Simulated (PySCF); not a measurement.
## Al⁺: ionisation energy

Al⁺ [Ne] 3s2 (1S) → Al²⁺ [Ne] 3s1 (2S), as a difference of total energies. Calculation: PySCF 2.14, in aug-cc-pCVTZ-DK with one added diffuse shell each of s, p, d, f type (9s8p6d4f, 91 functions); the spin-free X2C one-electron Hamiltonian (Gaussian nucleus). Correlated levels: valence: [Ne] frozen; valence and next inner shell: 1s2 frozen; nothing frozen. The calculations carry no spin-orbit coupling.

```
                                method  ionisation energy (eV)  error (eV)
                                   UHF                  17.551      -1.278
                                   LDA                  18.923      +0.094
                                   PBE                  18.789      -0.040
                                  PBE0                  18.684      -0.145
                                r2SCAN                  18.408      -0.421
                             BHandHLYP                  18.721      -0.108
                                  BLYP                  18.854      +0.025
                                 HSE06                  18.685      -0.144
                                  PW91                  18.841      +0.012
                         MP2 (valence)                  18.315      -0.514
                     SCS-MP2 (valence)                  18.468      -0.361
    MP2 (valence and next inner shell)                  18.505      -0.324
SCS-MP2 (valence and next inner shell)                  18.614      -0.215
                   MP2 (all electrons)                  18.502      -0.327
               SCS-MP2 (all electrons)                  18.612      -0.217
```

Reference: 18.829 eV (measured; NIST Atomic Spectra Database, ionization energies).

Errors of the correlated levels include the incompleteness of this basis and the frozen core.

MP2 underrates the near-degeneracy of ns² with np² in the lower species.
